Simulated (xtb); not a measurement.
BGe₂H₇, SMILES [GeH3][BH][GeH3]. All values are semi-empirical tight-binding results from xtb (GFN2-xTB unless named), good for trends rather than for accurate numbers. Geometry optimised at GFN2-xTB. This is a generated structure with no PubChem entry under its InChIKey; it may be hypothetical.

Optimised geometry:

Bonds (Å): B1–Ge2 1.994, B1–Ge6 1.994, B1–H10 1.170, Ge2–H3 1.498, Ge2–H4 1.499, Ge2–H5 1.497, Ge6–H7 1.499, Ge6–H8 1.496, Ge6–H9 1.499. Bond angles (°): Ge2–B1–Ge6 122.2, Ge2–B1–H10 119.4, Ge6–B1–H10 118.4, B1–Ge2–H3 116.9, B1–Ge2–H4 112.1, B1–Ge2–H5 116.2, H3–Ge2–H4 103.0, H3–Ge2–H5 104.1, H4–Ge2–H5 102.7, B1–Ge6–H7 113.9, B1–Ge6–H8 117.2, B1–Ge6–H9 114.2, H7–Ge6–H8 103.6, H7–Ge6–H9 102.4, H8–Ge6–H9 103.7.
Charge 0, spin multiplicity 1.

For metal compounds this method's bond lengths and energies can be far off.

Problem. Estimate the properties. (Estimate from the structure and the level; the computed values follow.)

Solution. 
```
Item                                           Value
-------------------------------------  -------------
orbital gap                                  2.47 eV
zero-point energy                      35.0 kcal/mol
G − E(el) at 298.15 K (modified RRHO)  14.1 kcal/mol
```

Computed atomic charges and the Wiberg bond orders between heavy atoms:
charges (e) B1 0.23, Ge2 0.03, H3 -0.03, H4 -0.03, H5 -0.03, Ge6 0.03, H7 -0.03, H8 -0.04, H9 -0.03, H10 -0.09. Bond orders B1–Ge2 0.88, B1–Ge6 0.88.
